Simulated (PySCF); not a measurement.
## Electron correlation in Ho³⁹⁺ (holmium, charge +39)

Starting occupation: [Ar] 3d10. Calculation: PySCF 2.14, in an uncontracted even-tempered set (18 s from 2.8 bohr⁻², ratio 2.6; 15 p from 3.6 bohr⁻², ratio 2.6; 10 d from 3.6 bohr⁻², ratio 2.6; 6 f from 3.7 bohr⁻², ratio 2.8); X2C-1e with screened-nucleus spin-orbit coupling, Gaussian nucleus. Frozen: [Ar]; 10 electrons correlated; the 98 highest virtual spinors left out.

MP2 pair energies summed by pair of shells (mhartree):

```json
{"pair": "3d3/2-3d5/2", "energy": "-188.28", "share (%)": "49.7"}
{"pair": "3d5/2-3d5/2", "energy": "-133.10", "share (%)": "35.1"}
{"pair": "3d3/2-3d3/2", "energy": "-57.46", "share (%)": "15.2"}
```

Total MP2 correlation energy: -378.84 mhartree.

The virtual space was cut to 70 spinors, which keep -374.28 of the -378.84 mhartree of MP2 correlation.

| level | correlation energy (mhartree) |
| --- | --- |
| CCSD | -370.26 |
| (T) | -0.20 |
| CCSD(T) | -370.46 |

Diagnostics: T1 = 6.2e-05, largest double amplitude 0.006.

Q: Is a single reference adequate?

A: Yes: T1 lies below 0.03 and no double amplitude reaches 0.07.

At this charge the one-electron X2C treatment keeps the bare 1/r₁₂, with no two-electron picture change or Breit term. The effect here is smaller than on the frozen 1s shell.
